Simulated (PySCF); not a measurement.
C2H6OZn, charge -1, doublet, at a GFN2-xTB geometry (such geometries of metal compounds can be far from the true shape) (a state made from the parent by changing its charge; the spin is typed, not shown lowest) (in this run its highest filled SCF level lies above zero, so its values depend strongly on the basis, on diffuse functions most of all), atoms displaced at random by about 0.03 Å a coordinate; PBE0/6-31G, gradient by finite differences in PySCF.

Input for PySCF:
```python
from pyscf import gto, scf, dft

mol = gto.Mole()
mol.atom = '''
    Zn    0.721097    0.436875    0.078617
    C    -0.369633   -1.269520   -1.140117
    C    -1.829753   -0.944696   -1.227847
    H    -0.261837   -2.152028   -0.647571
    H    -0.034630   -1.389569   -2.205069
    H    -2.033306    0.006492   -1.788159
    H    -2.276479   -0.804407   -0.236261
    H    -2.419699   -1.767976   -1.709071
    O    -0.137711    0.572844    1.975365
    H     0.102295    1.136164    2.730685
'''
mol.basis = '6-31g'
mol.charge = -1
mol.spin = 1
mol.verbose = 4
mol.build()

mf = dft.UKS(mol)
mf.xc = 'pbe0'
mf.conv_tol = 1e-11
mf.kernel()
scan, done = mf.as_scanner(), []
scan.scf_summary = {}
def energy(d):
    c = mol.atom_coords()
    c[5, 2] += d
    e = scan(mol.set_geom_(c, unit='Bohr', inplace=False))
    done.append(scan.converged)
    return e
h = 1e-4
fd = (energy(h) - energy(-h)) / (2 * h)
print('dE/dx =', fd)
```

Question: Predict the main parts of the log of this PySCF run.

Answer: 
```
PySCF version 2.14.0

[INPUT] verbose = 4
[INPUT] num. atoms = 10
[INPUT] num. electrons = 57
[INPUT] charge = -1
[INPUT] spin (= nelec alpha-beta = 2S) = 1
[INPUT] symmetry False subgroup None
[INPUT] Mole.unit = angstrom
[INPUT] Symbol           X                Y                Z      unit          X                Y                Z       unit  Magmom
[...]
nuclear repulsion = 222.79509361649
number of shells = 38
number of NR pGTOs = 180
number of NR cGTOs = 66
basis = 6-31g
ecp = {}

******** <class 'pyscf.dft.uks.UKS'> ********
method = UKS
initial guess = minao
damping factor = 0
level_shift factor = 0
DIIS = <class 'pyscf.scf.diis.CDIIS'>
diis_start_cycle = 1
diis_space = 8
diis_damp = 0
SCF conv_tol = 1e-11
SCF conv_tol_grad = None
SCF max_cycles = 50
direct_scf = True
direct_scf_tol = 1e-13
number electrons alpha = 29  beta = 28
XC library pyscf.dft.libxc version 7.1.2
    S. Lehtola, C. Steigemann, M. J. T. Oliveira, and M. A. L. Marques,  SoftwareX 7, 1–5 (2018)
XC functionals = pbe0
    C. Adamo and V. Barone,  J. Chem. Phys. 110, 6158 (1999)
    M. Ernzerhof and G. E. Scuseria,  J. Chem. Phys. 110, 5029 (1999)
radial grids:
    Treutler-Ahlrichs [JCP 102, 346 (1995); DOI:10.1063/1.469408] (M4) radial grids

becke partition: Becke, JCP 88, 2547 (1988); DOI:10.1063/1.454033
pruning grids: <function nwchem_prune>
grids dens level: 3
symmetrized grids: False
atomic radii adjust function: <function treutler_atomic_radii_adjust>
small_rho_cutoff = 0
Set gradient conv threshold to 3.16228e-06
tot grids = 121808
init E= -1933.07088887435

cycle= 1 E= -1933.34632575339  delta_E= -0.275  |g|= 0.714  |ddm|= 1.82
cycle= 2 E= -1930.40142703163  delta_E= 2.94  |g|= 2.14  |ddm|= 2.83
cycle= 3 E= -1933.5168451759  delta_E= -3.12  |g|= 0.338  |ddm|= 2.55
cycle= 4 E= -1933.57382793401  delta_E= -0.057  |g|= 0.197  |ddm|= 0.634
cycle= 5 E= -1933.59626530655  delta_E= -0.0224  |g|= 0.0303  |ddm|= 0.225
cycle= 6 E= -1933.59676887219  delta_E= -0.000504  |g|= 0.0169  |ddm|= 0.0467
cycle= 7 E= -1933.59688041001  delta_E= -0.000112  |g|= 0.0043  |ddm|= 0.0151
cycle= 8 E= -1933.59689319502  delta_E= -1.28e-05  |g|= 0.00144  |ddm|= 0.00815
cycle= 9 E= -1933.59689478307  delta_E= -1.59e-06  |g|= 0.000567  |ddm|= 0.00275
cycle= 10 E= -1933.59689513697  delta_E= -3.54e-07  |g|= 0.000168  |ddm|= 0.00135
cycle= 11 E= -1933.5968952076  delta_E= -7.06e-08  |g|= 7.01e-05  |ddm|= 0.000723
cycle= 12 E= -1933.59689521666  delta_E= -9.06e-09  |g|= 1.65e-05  |ddm|= 0.000294
cycle= 13 E= -1933.59689521731  delta_E= -6.47e-10  |g|= 4.75e-06  |ddm|= 8.24e-05
cycle= 14 E= -1933.59689521735  delta_E= -3.82e-11  |g|= 1.66e-06  |ddm|= 1.23e-05
cycle= 15 E= -1933.59689521735  delta_E= -1.36e-12  |g|= 1.34e-06  |ddm|= 5.52e-06
Extra cycle  E= -1933.59689521735  delta_E= -3.64e-12  |g|= 1.83e-06  |ddm|= 4.19e-06
converged SCF energy = -1933.59689521735  <S^2> = 0.75592682  2S+1 = 2.0059181
Create scanner for <class 'pyscf.dft.uks.UKS'>

WARN: Mole.unit (angstrom) is changed to Bohr

New geometry
   1 Zn     0.721097000000   0.436875000000   0.078617000000 AA    1.362675839245   0.825574100669   0.148564598735 Bohr
   2 C     -0.369633000000  -1.269520000000  -1.140117000000 AA   -0.698505136601  -2.399045109658  -2.154508879961 Bohr
   3 C     -1.829753000000  -0.944696000000  -1.227847000000 AA   -3.457732045601  -1.785216710972  -2.320294552869 Bohr
   4 H     -0.261837000000  -2.152028000000  -0.647571000000 AA   -0.494800219278  -4.066743532396  -1.223731836211 Bohr
   5 H     -0.034630000000  -1.389569000000  -2.205069000000 AA   -0.065441215694  -2.625904841186  -4.166976495769 Bohr
   6 H     -2.033306000000   0.006492000000  -1.788106082279 AA   -3.842391467435   0.012268102001  -3.379030777176 Bohr
   7 H     -2.276479000000  -0.804407000000  -0.236261000000 AA   -4.301921838324  -1.520108922683  -0.446468583916 Bohr
   8 H     -2.419699000000  -1.767976000000  -1.709071000000 AA   -4.572568413884  -3.340990434804  -3.229676117437 Bohr
[...]
    S. Lehtola, C. Steigemann, M. J. T. Oliveira, and M. A. L. Marques,  SoftwareX 7, 1–5 (2018)
XC functionals = pbe0
    C. Adamo and V. Barone,  J. Chem. Phys. 110, 6158 (1999)
    M. Ernzerhof and G. E. Scuseria,  J. Chem. Phys. 110, 5029 (1999)
radial grids:
    Treutler-Ahlrichs [JCP 102, 346 (1995); DOI:10.1063/1.469408] (M4) radial grids

becke partition: Becke, JCP 88, 2547 (1988); DOI:10.1063/1.454033
pruning grids: <function nwchem_prune>
grids dens level: 3
symmetrized grids: False
atomic radii adjust function: <function treutler_atomic_radii_adjust>
small_rho_cutoff = 0
Set gradient conv threshold to 3.16228e-06
tot grids = 121808
init E= -1933.59690073356
cycle= 1 E= -1933.59689570743  delta_E= 5.03e-06  |g|= 5.54e-06  |ddm|= 2.62e-05
cycle= 2 E= -1933.59689570743  delta_E= -3.18e-12  |g|= 5.62e-06  |ddm|= 1.54e-05
cycle= 3 E= -1933.59689570746  delta_E= -2.5e-11  |g|= 2.04e-06  |ddm|= 7.63e-06
cycle= 4 E= -1933.59689570745  delta_E= 9.09e-12  |g|= 5.64e-07  |ddm|= 2.25e-06
Extra cycle  E= -1933.59689570745  delta_E= -4.55e-12  |g|= 1.04e-06  |ddm|= 1.34e-06
converged SCF energy = -1933.59689570745  <S^2> = 0.75592673  2S+1 = 2.005918

WARN: Mole.unit (angstrom) is changed to Bohr

New geometry
   1 Zn     0.721097000000   0.436875000000   0.078617000000 AA    1.362675839245   0.825574100669   0.148564598735 Bohr
   2 C     -0.369633000000  -1.269520000000  -1.140117000000 AA   -0.698505136601  -2.399045109658  -2.154508879961 Bohr
   3 C     -1.829753000000  -0.944696000000  -1.227847000000 AA   -3.457732045601  -1.785216710972  -2.320294552869 Bohr
   4 H     -0.261837000000  -2.152028000000  -0.647571000000 AA   -0.494800219278  -4.066743532396  -1.223731836211 Bohr
   5 H     -0.034630000000  -1.389569000000  -2.205069000000 AA   -0.065441215694  -2.625904841186  -4.166976495769 Bohr
   6 H     -2.033306000000   0.006492000000  -1.788211917721 AA   -3.842391467435   0.012268102001  -3.379230777176 Bohr
   7 H     -2.276479000000  -0.804407000000  -0.236261000000 AA   -4.301921838324  -1.520108922683  -0.446468583916 Bohr
   8 H     -2.419699000000  -1.767976000000  -1.709071000000 AA   -4.572568413884  -3.340990434804  -3.229676117437 Bohr
   9 O     -0.137711000000   0.572844000000   1.975365000000 AA   -0.260236074340   1.082518272100   3.732898846051 Bohr
  10 H      0.102295000000   1.136164000000   2.730685000000 AA    0.193309533912   2.147038792590   5.160246782458 Bohr

******** <class 'pyscf.scf.hf.UKS_Scanner'> ********
method = UKS_Scanner
initial guess = minao
damping factor = 0
level_shift factor = 0
DIIS = <class 'pyscf.scf.diis.CDIIS'>
diis_start_cycle = 1
diis_space = 8
diis_damp = 0
SCF conv_tol = 1e-11
SCF conv_tol_grad = None
SCF max_cycles = 50
direct_scf = True
direct_scf_tol = 1e-13
number electrons alpha = 29  beta = 28
XC library pyscf.dft.libxc version 7.1.2
    S. Lehtola, C. Steigemann, M. J. T. Oliveira, and M. A. L. Marques,  SoftwareX 7, 1–5 (2018)
XC functionals = pbe0
    C. Adamo and V. Barone,  J. Chem. Phys. 110, 6158 (1999)
    M. Ernzerhof and G. E. Scuseria,  J. Chem. Phys. 110, 5029 (1999)
radial grids:
    Treutler-Ahlrichs [JCP 102, 346 (1995); DOI:10.1063/1.469408] (M4) radial grids

becke partition: Becke, JCP 88, 2547 (1988); DOI:10.1063/1.454033
pruning grids: <function nwchem_prune>
grids dens level: 3
symmetrized grids: False
atomic radii adjust function: <function treutler_atomic_radii_adjust>
small_rho_cutoff = 0
Set gradient conv threshold to 3.16228e-06
tot grids = 121808
init E= -1933.59688467388
cycle= 1 E= -1933.59689472603  delta_E= -1.01e-05  |g|= 8.73e-06  |ddm|= 5.15e-05
cycle= 2 E= -1933.59689472609  delta_E= -5.82e-11  |g|= 3.64e-06  |ddm|= 2.6e-05
cycle= 3 E= -1933.59689472609  delta_E= -4.09e-12  |g|= 1.89e-06  |ddm|= 7.68e-06
Extra cycle  E= -1933.59689472608  delta_E= 1.14e-11  |g|= 3.76e-06  |ddm|= 4.56e-06
converged SCF energy = -1933.59689472608  <S^2> = 0.75592668  2S+1 = 2.0059179
dE/dx = -0.00490684556098131
```
